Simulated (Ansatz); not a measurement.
Reaction (formal exchange of groups at the Se–Si bond): `CC[SiH2][SeH]` + `CBO` → `CB(O)[SeH]` + `CC[SiH3]`

Program: Ansatz. Geometries: PBE0-D4/def2-TZVP. ΔE: electronic, gas phase. CCSD(T)/CBS is the MP2 limit (def2-TZVPP, def2-QZVPP) plus CCSD(T) − MP2 in def2-TZVPP, frozen cores. DFT in def2-TZVPP. B3LYP here is the variant with VWN-RPA as its local correlation; programs differ in this. For Se outer-core shells are correlated without core-valence functions, which leaves a few kJ/mol of doubt a bond. Scalar relativity is left out up to krypton. One conformer a species, not always the lowest.

| level | ΔE (kJ/mol) | difference from CCSD(T)/CBS |
| --- | --- | --- |
| PBE-D4 | 1.9 | -2.4 |
| r2SCAN-D4 | 1.0 | -3.3 |
| PBE0-D4 | 3.8 | -0.5 |
| B3LYP-D4 | 3.8 | -0.5 |
| ωB97X-V | 3.5 | -0.8 |
| ωB97M-V | 5.0 | 0.7 |
| B2PLYP | 2.4 | -1.9 |
| PBE | 1.1 | -3.2 |
| r2SCAN | 0.7 | -3.6 |
| PBE0 | 2.8 | -1.5 |
| B3LYP | 2.6 | -1.7 |
| HF/def2-TZVPP | 5.8 | 1.5 |
| MP2/def2-TZVPP | 1.4 | -2.9 |
| SCS-MP2/def2-TZVPP | 1.6 | -2.7 |
| CCSD/def2-TZVPP | 0.7 | -3.6 |
| CCSD(T)/def2-TZVPP | -0.3 | -4.6 |
| HF/def2-QZVPP | 6.4 | 2.1 |
| MP2/def2-QZVPP | 4.2 | -0.1 |
| SCS-MP2/def2-QZVPP | 4.2 | -0.1 |
| HF/CBS(def2) | 6.4 | 2.1 |
| MP2/CBS(def2) | 6.0 | 1.7 |
| CCSD/CBS(def2) | 5.3 | 1.0 |
| CCSD(T)/CBS | 4.3 | 0 |

Largest T1 diagnostic among the species: 0.012.

In def2-TZVPP, CCSD(T) changes the Hartree–Fock value by −6.0 kJ/mol (the triples alone add −1.0 kJ/mol) and MP2 by −4.4 kJ/mol.
